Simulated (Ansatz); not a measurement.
Calculated with Ansatz (gas phase, PBE0-D4/def2-TZVP geometries, no zero-point term in ΔE). CCSD(T)/CBS adds triple-zeta CCSD(T) − MP2 to the extrapolated MP2 energy (def2 sets, frozen cores). Functionals use def2-TZVPP. B3LYP here is the variant with VWN-RPA as its local correlation; programs differ in this. One conformer a species, not always the lowest.

Reaction (isomerisation): `CO[Si]Cl` → `ClC1O[SiH2]1`

```tsv
level	ΔE (eV)
BLYP-D4	2.35
B3LYP-D4	2.37
revPBE	2.13
PBE0	2.18
BHLYP	2.42
LC-ωPBE	2.07
CCSD/def2-SVP	2.44
SCS-MP2/def2-TZVPP	2.22
```

(1) What does CCSD(T)/CBS give? (Estimate.)

Largest T1 diagnostic among the species: 0.014.

Answers

(1) The calculation gave: +2.26 eV. The listed levels differ from it by 0.09, 0.11, -0.13, -0.08, 0.16, -0.19, 0.18, -0.04 eV.

Leaving LDA and LC-ωPBE aside and taking each functional with its dispersion term where it has one, the values, not all of them listed here, spread over 0.33 eV, from r2SCAN-D4 to BHLYP-D4. LDA lies −0.04 eV from PBE without D4. From BLYP to BHLYP (50 % exact exchange), in def2-TZVPP and without D4, ΔE moves by +0.08 eV. In def2-TZVPP, CCSD(T) changes the Hartree–Fock value by −0.24 eV (the triples alone add −0.05 eV) and MP2 by −0.31 eV.
